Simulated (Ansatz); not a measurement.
Consider the cleavage of the Si–B bond: `BC(C)B[SiH3]` + `B[SiH2]CS` → `B[SiH2]CS[SiH3]` + `BC(B)C`.

Calculated with Ansatz (gas phase, PBE0-D4/def2-TZVP geometries, no zero-point term in ΔE). CBS: MP2 limit from def2 TZ/QZ plus the TZ coupled-cluster correction, frozen cores. DFT in def2-TZVPP. One conformer a species, not always the lowest.

CCSD(T)/CBS gives -16.7 kcal/mol.

(1) Another level gave -14.5 kcal/mol. Which?
A. CCSD/def2-TZVPP
B. PBE-D4/def2-TZVPP
C. B2PLYP/def2-TZVPP
D. HF/def2-TZVPP

Largest T1 diagnostic among the species: 0.013.

## Answers

(1) B. PBE-D4 -14.5, CCSD/def2-TZVPP -15.8, HF/def2-TZVPP -18.2, B2PLYP -16.8 kcal/mol.

From PBE to PBE0 (25 % exact exchange), in def2-TZVPP and without D4, ΔE moves by −0.9 kcal/mol. The D4 term adds −0.8 kcal/mol with B3LYP and −0.4 kcal/mol with PBE0; it sums over pairs of atoms, weighted by their polarisabilities, and B3LYP, whose exchange is more repulsive, gets the larger term.

B3LYP here is the variant with VWN-RPA as its local correlation; programs differ in this.
